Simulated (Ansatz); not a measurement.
BiH2(NMe2) (C₂H₈BiN). Total charge 0; singlet. Geometry PBE-D4/def2-SVP, basis def2-TZVP, Ansatz.

```xyz
12

Bi   -1.396    0.474   -1.629
H    -0.997    2.209   -1.146
H    -0.036    0.539   -2.836
N    -0.095   -0.528   -0.150
C     1.231    0.035    0.006
C    -0.753   -0.750    1.124
H     1.256    1.045    0.499
H     1.735    0.131   -0.977
H     1.852   -0.645    0.636
H    -1.766   -1.183    0.980
H    -0.169   -1.489    1.723
H    -0.862    0.164    1.770
```

```
run  HOMO (eV)  LUMO (eV)
  A      -6.21      -0.78
  B      -5.02      -1.45
  C      -6.04      -0.92
  D      -4.80      -1.68
  E      -5.15      -1.61
  F      -5.49      -1.18
```

In the def2 sets Bi takes a core potential; there is no spin–orbit coupling.

Question: The runs used B97M-V, PBE, PBE0, r2SCAN, r2SCAN0, r2SCANh. Estimate which is which.

Answer: A r2SCAN0 (25 % exact exchange); B r2SCAN (0 % exact exchange); C PBE0 (25 % exact exchange); D PBE (0 % exact exchange); E B97M-V (0 % exact exchange); F r2SCANh (10 % exact exchange). Exact exchange lowers occupied and raises empty levels; among semilocal functionals meta-GGAs tend to open the gap a little, and such runs are hard to tell apart. The gap grows from 3.12 eV (PBE) to 5.43 eV (r2SCAN0).
